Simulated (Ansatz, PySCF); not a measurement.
Mo(O)(NH)(Cl)2 (Cl₂HMoNO), SMILES [Cl][Mo]([Cl])(=[NH])=[O], multiplicity 1. Atoms are numbered in the order given.

```xyz
6

Mo     0.0344    -0.2736     0.0000
O      1.4413    -1.2027     0.0000
N     -1.3197    -1.3632     0.0000
H     -1.5919    -2.3567     0.0000
Cl    -0.0631     0.9709    -1.9106
Cl    -0.0631     0.9709     1.9106
```
Charge 0, spin multiplicity 1.

Geometry: PBE-D3(BJ)/def2-SVP. The multiplicity is an assumed one; no other spin state was optimised. The structure was generated by enumeration; whether it is a known compound was not checked. The def2 effective core potentials stand for the cores of Mo; spin–orbit coupling is left out.

Vertical ionisation energy (IE) and electron affinity (EA) in eV. Rows of orbital energies are one-electron estimates. Where ΔSCF, EOM or ADC give a negative EA the extra electron is unbound and the value depends on the basis.

| level | IE | EA |
|---|---|---|
| −ε(HOMO), −ε(LUMO), r2SCAN/def2-TZVP (PySCF) | 7.91 | 4.12 |
| −ε(HOMO), −ε(LUMO), PBE/def2-TZVP (PySCF) | 7.56 | 4.09 |
| ΔSCF, CAM-B3LYP/def2-SVPD (Ansatz), final states of multiplicity 2 and 2 | … | … |
| ΔSCF, PBE/def2-SVPD (Ansatz), final states of multiplicity 2 and 2 | 10.55 | 1.41 |

Task: Some entries are withheld; supply them. (An estimate is asked for; the answer gives what the named calculation found.)

Result: 
- ΔSCF, CAM-B3LYP/def2-SVPD (Ansatz, an electronic-structure program), final states of multiplicity 2 and 2, IE: 11.06
- ΔSCF, CAM-B3LYP/def2-SVPD (Ansatz), final states of multiplicity 2 and 2, EA: 2.08

Task: What vertical singlet–triplet gap does ΔSCF give with CAM-B3LYP/def2-SVPD (Ansatz) and with PBE/def2-SVPD (Ansatz)? (The exact figures need the calculation; the answer reports its results.)

Result: 2.97 and 3.31 eV (triplet above singlet where positive).
